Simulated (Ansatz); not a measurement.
A made-up structure of BSiH$_{3}$F$_{2}$, singlet:

```
atom    x (Å)    y (Å)    z (Å)
  B1  -0.7530   0.9609  -0.0678
 Si2   0.5008  -0.6093   0.0369
  F3   0.6233  -1.1603   1.5276
  F4  -0.0208  -1.8311  -0.8441
  H5  -1.3658   1.1899  -1.0669
  H6  -0.8561   1.7258   0.8435
  H7   0.3075  -2.6726  -0.9545
```

It is relaxed with PBE-D4/def2-SVP and then PBE0-D4/def2-TZVP (Ansatz 0.2.0). Atoms count as bonded within 1.22 times the sum of their covalent radii (H–H: 0.88 Å). The end point is not checked to be a true minimum.

(1) Does its bonding change? (A judgement: the text doesn't fix the answer.)

## Answers

(1) The calculation gives: Yes. Formed: none; broken: Si2–F4.

Where it ends: The first stage lowers the energy by 2.27 eV in 25 steps. It ends as a complex of BSiH₂F ([BH2][Si][F]) + HF:
```
7
angstrom
B -0.7180 0.8966 -0.0022
Si 0.9848 -0.2024 0.1533
F 0.5181 -1.3647 1.2306
F 0.0802 -1.9191 -1.2421
H -1.4187 0.9057 -0.9751
H -0.9336 1.7511 0.8153
H -0.0768 -2.4640 -0.5050
```

Labels in which every atom is bracketed show which atoms are joined, not bond orders.

For scale, one of the runs: PBE0-D4/def2-TZVP relaxation, 148 basis functions, launched by `ansatz run in.yaml --threads 2 --pin off --events-out ev --progress --plain --max-ram 4352MiB`. Hardware: 2 CPU threads of an AMD EPYC 9R45, shared host. Wall time about 12 s.
